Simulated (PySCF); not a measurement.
# EPR parameters of [C7H7NO]-

Species: C₇H₇NO (charge -1 and doublet state).
Geometry (GFN2-xTB, Å), atoms numbered from 1 in this order:
```
atom  x, y, z in Å
C1     1.356   -1.117    0.127
C2     2.282   -0.196    0.516
N3     2.087    1.136    0.706
C4     0.788    1.567    0.470
C5    -0.207    0.730    0.080
C6     0.027   -0.649   -0.112
C7    -1.234   -1.310   -0.534
O8    -2.223   -0.276   -0.587
C9    -1.654    0.983   -0.224
H10    1.610   -2.165    0.002
H11    3.309   -0.513    0.708
H12    0.626    2.632    0.623
H13   -1.180   -1.787   -1.537
H14   -1.591   -2.094    0.168
H15   -2.207    1.380    0.644
H16   -1.796    1.686   -1.062
```

The species is `[CH]1[CH-]N=CC2=C1COC2` [radical] (charge -1).

Method: UKS B3LYP, pcH-1 on C H N O, non-relativistic, mean-field spin-orbit, GIAO (PySCF 2.14.0). Whether the extra electron is bound in the gas phase wasn't checked; a finite basis holds it in any case. Couplings are sensitive to structure, and on GFN2-xTB geometries they can be far from those on DFT ones, by a factor of two or more for some ions and for spin on atoms past the first row. Stability of the SCF solution: not tested.

```json
{
 "g1, g2, g3": "2.00211, 2.00326, 2.00374",
 "g_iso": "2.00303",
 "Form of g": "rhombic: the two nearest values differ by 30 % of g3 − g1",
 "⟨S²⟩": "0.7606 (exact 0.7500)",
 "α and β electrons": "33, 32",
 "HOMO–LUMO gap, α and β orbitals": "2.22, 6.15 eV",
 "Total energy": "-400.90367 Eh"
}
```

Hyperfine couplings atom by atom, in 10⁻⁴ cm⁻¹; T1 to T3 are the principal values of the dipolar part; ρ(0) is the spin density at the nucleus (1 × 10⁻⁴ cm⁻¹ = 2.998 MHz):

```csv
atom,isotope,a_iso,T1,T2,T3,Mulliken spin population,ρ(0) (bohr⁻³)
C1,13C,0.1,-4.4,-4.1,8.6,0.17,0.0003
C2,13C,-5.9,-2.0,0.4,1.6,-0.06,-0.0157
N3,14N,5.0,-5.8,-5.7,11.5,0.33,0.0466
C4,13C,3.6,-6.8,-6.3,13.1,0.22,0.0096
C5,13C,-8.6,-3.3,1.2,2.1,-0.09,-0.0230
C6,13C,11.5,-12.5,-12.1,24.6,0.40,0.0307
C7,13C,-7.2,-0.3,-0.2,0.5,-0.04,-0.0193
O8,17O,0.1,-0.2,0.0,0.2,0.00,-0.0006
C9,13C,0.5,-0.2,0.0,0.2,0.01,0.0013
H10,1H,-3.9,-2.4,-0.3,2.7,-0.01,-0.0026
H11,1H,-0.2,-1.2,0.2,1.0,0.00,-0.0002
H12,1H,-6.1,-3.4,-0.5,3.9,-0.01,-0.0041
H13,1H,16.2,-1.0,-0.7,1.7,0.04,0.0109
H14,1H,16.2,-1.0,-0.7,1.7,0.04,0.0108
H15,1H,-2.1,-0.6,-0.2,0.8,0.00,-0.0014
H16,1H,-2.1,-0.6,-0.2,0.8,0.00,-0.0014
```

Largest spin populations (Mulliken): C6 (+0.40), N3 (+0.33), C4 (+0.22) and C1 (+0.17). Four atoms exceed +0.15. The positive populations add up to 1.21 and the negative ones to -0.21, together 2S = 1.

The SMILES `[CH]1[CH-]N=CC2=C1COC2` draws the unpaired electron on C1, whose computed spin population is only +0.17.

Axes: g3 points within 10° of the C2–N3 bond.

Under fast tumbling the dipolar parts average out, and these isotropic splittings remain: 2 × 1H (H13/H14, I = 1/2, 3 lines) with 1.73 mT, 1 × 1H (H12, I = 1/2, 2 lines) with 0.65 mT, 1 × 14N (N3, I = 1, 3 lines) with 0.54 mT, 1 × 1H (H10, I = 1/2, 2 lines) with 0.42 mT and 2 × 1H (H15/H16, I = 1/2, 3 lines) with 0.23 mT.

Class means assume fast exchange of nuclei equivalent by connectivity; if that motion is slow, each nucleus keeps its own coupling.

The 13C coupling of C6 (34.5 MHz) shows only in satellite lines or after enrichment, since that isotope makes up about 1.07 % of natural carbon.
